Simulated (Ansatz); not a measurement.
Reaction (hydrogenolysis of the Si–O bond): `Cl[SiH2][O][GeH3]` + H₂ → `[SiH3]Cl` + `[OH][GeH3]`

Calculated with Ansatz (gas phase, PBE0-D4/def2-TZVP geometries, no zero-point term in ΔE). CBS: MP2 limit from def2 TZ/QZ plus the TZ coupled-cluster correction, frozen cores. This one scheme is used for every species. Functionals use def2-TZVPP. For Ge outer-core shells are correlated without core-valence functions, which leaves a few kJ/mol of doubt a bond. Scalar relativity is left out up to krypton. One conformer a species, not always the lowest.

`Cl[SiH2][O][GeH3]`:

Cartesian coordinates in Å:
```
Cl 1.272 2.030 0.835
Si -0.431 0.917 1.171
O -0.750 -0.022 -0.105
Ge 0.230 -1.031 -1.205
H -0.162 0.114 2.386
H -1.552 1.859 1.368
H 1.249 -1.810 -0.359
H 0.922 -0.097 -2.205
H -0.778 -1.960 -1.886
```

H₂:

Z-matrix (Å, degrees):
```
H
H 1 0.746
```

`[SiH3]Cl`:

Z-matrix (Å, degrees):
```
Si
Cl 1 2.054
H 1 1.481 2 108.5
H 1 1.481 2 108.5 3 -120.0
H 1 1.481 2 108.5 3 120.0
```

`[OH][GeH3]`:

Cartesian coordinates in Å:
```
O -1.245 0.013 -0.576
Ge 0.303 -0.112 0.300
H -1.184 0.563 -1.359
H -0.010 -1.017 1.494
H 0.762 1.287 0.756
H 1.374 -0.735 -0.615
```

(1) Is it downhill or uphill in electronic energy at CCSD(T)/CBS, and by how much? (Best estimate.)

(2) What do these levels give: LDA (SPW92), PBE-D4, PBE0-D4, ωB97M-V, B2PLYP, PBE-QIDH, BLYP, PBE0, CCSD(T)/def2-TZVPP, HF/def2-QZVPP, MP2/def2-QZVPP, MP2/CBS(def2)? (Best estimate.)

Largest T1 diagnostic among the species: 0.011.

Answers

(1) The calculation gave: Uphill: ΔE = +25.2 kcal/mol.

(2) The calculation gave: LDA (SPW92) 22.7, PBE-D4 22.5, PBE0-D4 23.0, ωB97M-V 24.8, B2PLYP 24.0, PBE-QIDH 24.0, BLYP 21.2, PBE0 21.3, CCSD(T)/def2-TZVPP 24.7, HF/def2-QZVPP 23.4, MP2/def2-QZVPP 26.9, MP2/CBS(def2) 27.0 kcal/mol.

Leaving LDA and LC-ωPBE aside and taking each functional with its dispersion term where it has one, the values, not all of them listed here, spread over 3.6 kcal/mol, from PBE-D4 to BHLYP-D4. LDA lies +2.1 kcal/mol from PBE without D4. From BLYP to BHLYP (50 % exact exchange), in def2-TZVPP and without D4, ΔE moves by +2.0 kcal/mol. The D4 term adds +3.1 kcal/mol with B3LYP and +1.7 kcal/mol with PBE0; it sums over pairs of atoms, weighted by their polarisabilities, and B3LYP, whose exchange is more repulsive, gets the larger term.

B3LYP here is the variant with VWN-RPA as its local correlation; programs differ in this.
